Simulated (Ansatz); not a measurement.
Ansatz (an electronic-structure program) job for C2Cl3, SMILES Cl[C]=C(Cl)Cl (connectivity only; charge and spin as stated), charge +1, multiplicity 1, PBE/def2-SVPD. Geometry optimised at B3LYP-D3(BJ)/def2-SVP. The spin state was assumed, not searched. The isomer is the one that the SMILES or the coordinates give; other isomers of the formula were not compared.

Ansatz 0.2 input:
```yaml
crystal:
  periodic: [false, false, false]
  atoms:
    - {symbol: Cl, position_ang: [-0.00000000, 0.00000001, -2.41745556]}
    - {symbol: C, position_ang: [-0.00000000, 0.00000001, -0.84613523]}
    - {symbol: C, position_ang: [0.00000000, 0.00000000, 0.46614033]}
    - {symbol: Cl, position_ang: [-0.00000000, -1.49936873, 1.27578569]}
    - {symbol: Cl, position_ang: [-0.00000000, 1.49936873, 1.27578571]}
basis:
  gaussian:
    orbitals: def2-SVPD
hamiltonian:
  xc: {name: PBE}
total_charge: 1
```

Output:

```
WARN ansatz: RAYON_NUM_THREADS=1 ignored (pool sized by the plan → 1); use --threads N
Functional definition: PBE
integrals: 0.07 GiB planned
1166 factors; their error is unknown
mean field: 0.38 GiB planned
mean field evaluation 1: about -39586.7033 eV, gradient 7.3e1 eV
mean field evaluation 2: about -39536.1789 eV, gradient 1.5e2 eV
mean field evaluation 4: about -39598.6069 eV, gradient 2.1e1 eV
mean field evaluation 8: about -39599.7563 eV, gradient 3.9e-2 eV
mean field evaluation 16: about -39599.7061 eV, gradient 7.1e-5 eV
mean field -39599.70610164 eV, -1455.2623575904 hartree, gradient 3.4e-5 eV, S^2 0.000000; 3 other end points of the search recorded, 0 dependent functions left out
reference -39599.70615847 eV, -1455.2623596787 hartree; 31, 31 occupied and 90, 90 virtual orbitals, 1166 factors
Total energy: -39599.70615847 eV, -1455.2623596787 hartree
```

The run converged.

Cost: very roughly 2.6 core-seconds.
